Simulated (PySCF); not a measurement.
Cartesian coordinates in Å; atom numbers follow the order of the lines, from 1:
```xyz
12

B     0.385    0.816   -0.640
N     1.078   -0.252    0.325
B    -0.385   -0.814    0.635
N    -1.077    0.247   -0.339
H     0.522    1.954   -0.228
H     0.706    0.653   -1.804
H     1.703   -0.907   -0.135
H     1.566    0.142    1.124
H    -0.527   -1.956    0.236
H    -0.702   -0.635    1.797
H    -1.558   -0.152   -1.139
H    -1.708    0.901    0.115
```

Geometry: PBE0-D3(BJ)/def2-SVP; GIAO shifts from PySCF, gas phase, non-relativistic, averaged over equivalent atoms.

At PBE0/pcSseg-1 (108 basis functions, 4.9 s wall time on 1 thread of an Intel Xeon 6975P-C, shared host):
```csv
atoms,δ (ppm)
B1/B3,-12.2
N2/N4,24.1
H5/H6/H9/H10,3.51
H7/H8/H11/H12,1.58
```

Scale: BF3·OEt2 for 11B (σ = 100.73 ppm); 15N (σ = 265.67 ppm) vs NH3; 1H (σ = 31.27 ppm) vs TMS (reference shieldings calculated alike).

**Question.** Predict the values at CAM-B3LYP/pcSseg-2 on the same geometry.

**Answer.** 
```
        atoms  δ at CAM-B3LYP/pcSseg-2  change
        B1/B3                    -11.7    +0.5
        N2/N4                     20.4    -3.7
 H5/H6/H9/H10                     3.35   -0.16
H7/H8/H11/H12                     1.69   +0.11
```

Scale: 11B (97.88 ppm) vs BF3·OEt2; 15N (261.83 ppm) vs NH3; 1H (31.34 ppm) vs TMS (reference shieldings calculated alike).

The largest change is at N2/N4 (donor nitrogen of a Lewis adduct). Cost: 256 basis functions, 23 s wall time on 1 thread of an Intel Xeon 6975P-C, shared host.

Experimental scales use liquid or dissolved standards, which lie at an offset from isolated NH3 (liquid NH3: subtract about 20 ppm).
